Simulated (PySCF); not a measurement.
**Where the electron goes**

Species: C4H14AlNSi2.
Geometry (PBE0-D3(BJ)/def2-SVP, Å), atoms numbered from 1 in this order:
```xyz
22
C4H14AlNSi2 angstrom
Si    -2.442   -0.892    1.675
N     -1.785   -0.119    0.246
Si    -2.893    0.539   -0.942
Al     0.002    0.000   -0.002
C      1.493   -0.649    1.092
C      2.644   -0.463    0.082
C      2.443    0.800   -0.778
C      1.052    0.818   -1.443
H     -3.264    0.066    2.481
H     -1.314   -1.389    2.519
H     -3.324   -2.046    1.311
H     -3.774   -0.528   -1.513
H     -3.782    1.582   -0.339
H     -2.102    1.157   -2.049
H      1.641    0.007    1.971
H      1.435   -1.675    1.488
H      2.679   -1.338   -0.593
H      3.629   -0.425    0.579
H      3.256    0.881   -1.520
H      2.543    1.685   -0.123
H      1.045    0.169   -2.339
H      0.757    1.819   -1.792
```

The calculation used TDDFT CAM-B3LYP/def2-SVPD, vertical, gas phase, core orbitals frozen in the response in PySCF.

Kohn–Sham orbitals with the atoms that hold most of them (Löwdin shares over 4%, at most four atoms; ? is withheld):

| orbital | ε (eV) | atoms |
| --- | --- | --- |
| LUMO+2 | 1.10 | Al4 15%, Si3 14%, Si1 14%, N2 7% |
| LUMO+1 | 0.65 | Al4 45%, N2 12%, C8 10%, C5 10% |
| LUMO | 0.32 | ? |
| HOMO | ? | C5 26%, C8 26%, Al4 17%, C6 5% |
| HOMO-1 | -9.08 | ? |
| HOMO-2 | -9.56 | C8 15%, C5 14%, Al4 13%, C7 11% |
| HOMO-3 | -10.35 | C6 20%, C7 20%, H17 12%, H20 12% |

Give the leading atoms of the HOMO-1.

N2 (bonded to Al and 2 Si) 51%; Si1 (bonded to N and 3 H) 11%; Si3 (bonded to N and 3 H) 11%; H9 (bonded to Si) 5%. By element: nitrogen 51%, silicon 22%, hydrogen 5% or more.

Give the leading atoms of the LUMO.

Al4 (bonded to 2 C and N) 48%; Si3 (bonded to N and 3 H) 9%; Si1 (bonded to N and 3 H) 9%; N2 (bonded to Al and 2 Si) 4%. By element: aluminium 48%, silicon 18%, nitrogen 4%.

What is the HOMO energy, and the HOMO–LUMO gap?

ε(HOMO) = -8.36 eV; the gap is 8.68 eV (0.3190 hartree).

The HOMO–LUMO gap is 8.68 eV. Where does the response calculation put the lowest singlet, and from which orbitals?

S1 is at 5.45 eV (f = 0.0001), 3.23 eV below the gap, made of HOMO→LUMO+1 (97%). Its leading pair isn't HOMO and LUMO; the energies of that pair differ by 9.01 eV. Without the coupling terms of the response equations the lowest excitation would equal the gap.

Give energy, strength and leading configuration of S1, S2, S3, S4, S5 and S7, and follow the Löwdin shares of the leading atoms from the occupied to the empty orbital.

- S1 (5.45 eV, f 0.0001), HOMO→LUMO+1 (97%): C5 26% → 10%, C8 26% → 10%, Al4 17% → 45%, N2 at most 6% → 12%
- S2 (5.97 eV, f 0.028), HOMO→LUMO (92%): C5 26% → at most 5%, C8 26% → at most 5%, Al4 17% → 48%, Si3 at most 6% → 9%
- S3 (6.30 eV, f 0.0052), HOMO-1→LUMO (77%): N2 51% → 4%, Si1 11% → 9%, Al4 at most 6% → 48%, Si3 11% → 9%
- S4 (6.79 eV, f 0.072), HOMO-1→LUMO+1 (93%): N2 51% → 12%, Si1 11% → at most 10%, Al4 at most 6% → 45%
- S5 (6.89 eV, f 0.011), HOMO-2→LUMO+1 (78%): C8 15% → 10%, C5 14% → 10%, Al4 13% → 45%, N2 at most 12% → 12%
- S7 (7.11 eV, f 0.165), HOMO-2→LUMO (72%): C8 15% → at most 5%, C5 14% → at most 5%, Al4 13% → 48%, Si3 at most 12% → 9%

One conformer stands for the species.

Without π bonds the low states are Rydberg-like; a valence basis with one diffuse set may place them up to an eV too high.
